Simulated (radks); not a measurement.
Values are calculated unless marked as measured or tabulated.
Problem. The table gives one normalised radial function P(r) = r R(r) of Fe in [Ar] 3d(up 5, down 1) 4s2 (r in bohr). Code: a radial shooting solver on a logarithmic mesh with Libxc functionals. Model: scalar-relativistic Kohn-Sham, PBE, spin-polarised, spherical densities, finite nucleus; Fermi nuclear charge, rms radius 3.7377 fm.

r         P
0.005772   0.0066
0.007577   0.0109
0.009945   0.0180
0.01305    0.0295
0.01713    0.0477
0.02249    0.0762
0.02976    0.1206
0.03906    0.1832
0.05127    0.2683
0.06729    0.3741
0.08833    0.4879
0.1159     0.5800
0.1534     0.5985
0.2014     0.4789
0.2643     0.1814
0.3469    -0.2698
0.4554    -0.7548
0.5977    -1.0930
0.7845    -1.1431
1.038     -0.9086
1.363     -0.5624
1.788     -0.2662
2.347     -0.0926
3.081     -0.0221
4.044     -0.0032
5.351     -0.0002
7.024     0.0000
9.22      0.0000

Which n and l does it have? It may be an empty orbital.

Solution. n = 3, l = 1: the number of nodes gives n - l - 1 = 1, the rise at small r (about r^(l+1)) gives l, and the extent must fit the shell. The curve is that of 3p down; the table hardly tells the two spins apart. 3p down: eigenvalue -57.369 eV, 1 radial node at r = 0.297 bohr, <r> = 0.862 bohr, 90 % of the charge inside 1.33 bohr.
